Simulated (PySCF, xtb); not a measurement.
C2H6F2Si, SMILES FC([SiH2]C)F. The values are those of a single conformer.

Harmonic wavenumbers (cm⁻¹) from xtb with GFN2-xTB at its own minimum, in rising order: 44, 120, 123, 205, 338, 455, 490, 582, 616, 686, 749, 781, 824, 841, 995, 1076, 1238, 1282, 1362, 1459, 1464, 2267, 2271, 2895, 3022, 3024, 3041.

What does B3LYP-D3(BJ)/def2-SVP run with PySCF 2.14.0 give at its own minimum? (Estimate from the structure and the level; the computed values follow.)

69, 133, 137, 226, 362, 503, 537, 629, 670, 690, 787, 886, 912, 955, 1065, 1114, 1272, 1325, 1363, 1431, 1439, 2227, 2230, 3033, 3038, 3135, 3136. Paired by order, the mean absolute difference is 49 cm⁻¹ and the zero-point energies are 46.1 and 47.6 kcal/mol.
